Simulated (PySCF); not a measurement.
CH3F2MoNS, SMILES C[N]=[Mo]([F])([F])=[S], multiplicity 1. Geometry: PBE0-D3(BJ)/def2-SVP. The multiplicity is an assumed one; no other spin state was optimised. The structure was generated by enumeration; whether it is a known compound was not checked. The def2 effective core potentials stand for the cores of Mo; spin–orbit coupling is left out.

These are PBE0-D3(BJ)/def2-SVP run with PySCF values and carry that method's errors.

Harmonic wavenumbers (cm⁻¹): 98, 115, 121, 174, 190, 214, 355, 372, 580, 681, 709, 724, 1076, 1090, 1381, 1419, 1432, 1440, 3017, 3118, 3139. Rotational constants (GHz): 2.017, 1.723, 1.433; symmetry number 1.

### Question
Work out the zero-point energy and the ideal-gas rigid-rotor harmonic-oscillator thermochemistry at 298.15 K and 1 atm.

### Answer
ZPE = ½ Σ hcν = ½ × 21442 cm⁻¹ = 30.65 kcal/mol. H − E(el) = 36.25 kcal/mol. Entropy in cal/(mol K): translation 41.71, rotation 28.56, vibration 20.21, total 90.48. G − E(el) = 9.27 kcal/mol. Cp = 26.94 cal/(mol K). Modes under 150 cm⁻¹ make the vibrational entropy uncertain.
